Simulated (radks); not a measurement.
Results of a calculation; reference values are marked as such.
Question: All-electron atom: Bi29+ in [Kr] 4d10 4f8. Code: a radial shooting solver on a logarithmic mesh with Libxc functionals. Model: scalar-relativistic Kohn-Sham, exchange-only LDA, spin-polarised, spherical densities, point nucleus; open shells are filled with parallel spins first (spin-orbit coupling, left out, can overturn this in heavy ions). Some entries of the table are withheld. Estimate them.

| orbital | occ. | eigenvalue (hartree) | <1/r> (bohr^-1) |
|---|---|---|---|
| 1s down | 1 | -3365.069 | 103.3 |
| 1s up | 1 | -3365.068 | 103.3 |
| 2s up | 1 | -633.1626 | 24.27 |
| 2s down | 1 | -633.1470 | 24.27 |
| 2p up | 3 | -546.7460 | 21.22 |
| 2p down | 3 | -546.7334 | 21.22 |
| 3s up | 1 | -178.9888 | 9.003 |
| 3s down | 1 | -178.7171 | 9.013 |
| 3p up | 3 | -154.2860 | 8.123 |
| 3p down | 3 | -154.0086 | 8.133 |
| 3d up | 5 | -129.5360 | 7.616 |
| 3d down | 5 | -129.3184 | 7.626 |
| 4s up | 1 | -65.66888 | (1) |
| 4s down | 1 | -65.26536 | (2) |
| 4p up | 3 | -57.25155 | 3.640 |
| 4p down | 3 | -56.86776 | 3.631 |
| 4d up | 5 | -47.79920 | 3.339 |
| 4d down | 5 | -47.42180 | 3.329 |
| 4f up | 7 | (3) | (4) |
| 4f down | 1 | (5) | (6) |

Answer: 
(1) 4s up <1/r> (bohr^-1): 4.015
(2) 4s down <1/r> (bohr^-1): 4.007
(3) 4f up eigenvalue (hartree): -37.68507
(4) 4f up <1/r> (bohr^-1): 3.057
(5) 4f down eigenvalue (hartree): -37.26891
(6) 4f down <1/r> (bohr^-1): 3.048
